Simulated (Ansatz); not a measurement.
Reaction (redistribution): `[OH][AlH][SiH2]O` + `[SiH3][CH2][GeH2][PH2]` → `[OH][AlH][SiH2]P` + `[OH][GeH2][CH2][SiH3]`

Program: Ansatz. Geometries: PBE0-D4/def2-TZVP. ΔE: electronic, gas phase. CCSD(T)/CBS is the MP2 limit (def2-TZVPP, def2-QZVPP) plus CCSD(T) − MP2 in def2-TZVPP, frozen cores. Functionals use def2-TZVPP. B3LYP here is the variant with VWN-RPA as its local correlation; programs differ in this. For Ge outer-core shells are correlated without core-valence functions, which leaves a few kJ/mol of doubt a bond. Scalar relativity is left out up to krypton. Each species was taken in one conformer, which may not be the lowest.

```tsv
level	ΔE (kJ/mol)
B3LYP-D4	44.4
ωB97M-V	43.9
PBE	38.4
CCSD/CBS(def2)	44.9
```

Problem. What does CCSD(T)/CBS give? (An estimate is asked.)

Solution. Computed: +43.3 kJ/mol. The listed levels differ from it by 1.1, 0.6, -4.9, 1.6 kJ/mol.

Largest T1 diagnostic among the species: 0.014.
